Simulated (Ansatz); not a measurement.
Gas-phase electronic energies from Ansatz, PBE0-D4/def2-TZVP geometries. CCSD(T)/CBS adds triple-zeta CCSD(T) − MP2 to the extrapolated MP2 energy (def2 sets, frozen cores). This one scheme is used for every species. Each species was taken in one conformer, which may not be the lowest.

`C[SiH2]SS` + `BS` → `BS[SiH2]C` + `SS`  (ligand exchange at the Si–S bond)

| species | CCSD(T)/CBS(def2) energy (Eh) |
| --- | --- |
| `C[SiH2]SS` | -1126.32699 |
| `BS` | -424.38198 |
| `BS[SiH2]C` | -753.95937 |
| `SS` | -796.74576 |

**Question.** Work out ΔE.

**Answer.** ΔE = (-753.95937) + (-796.74576) − (-1126.32699) − (-424.38198) = 0.00384 Eh = +2.4 kcal/mol.

**Question.** What do rigid-rotor, harmonic-oscillator terms from PBE0-D4/def2-TZVP frequencies (298.15 K, 1 bar) make of the CCSD(T)/CBS value? (Estimate.)

**Answer.** Ansatz gave: ΔZPE = -0.1 kcal/mol, ΔH = +2.3 kcal/mol, ΔS = 1 J/(mol·K), ΔG = +2.3 kcal/mol. Modes under 50 cm⁻¹ make the entropy rough.

Largest T1 diagnostic among the species: 0.015.

The D4 term adds +0.7 kcal/mol with B3LYP and +0.4 kcal/mol with PBE0; it sums over pairs of atoms, weighted by their polarisabilities, and B3LYP, whose exchange is more repulsive, gets the larger term. Leaving LDA and LC-ωPBE aside and taking each functional with its dispersion term where it has one, the values, not all of them listed here, spread over 0.9 kcal/mol, from ωB97X-V to BLYP-D4.

B3LYP here is the variant with VWN-RPA as its local correlation; programs differ in this.
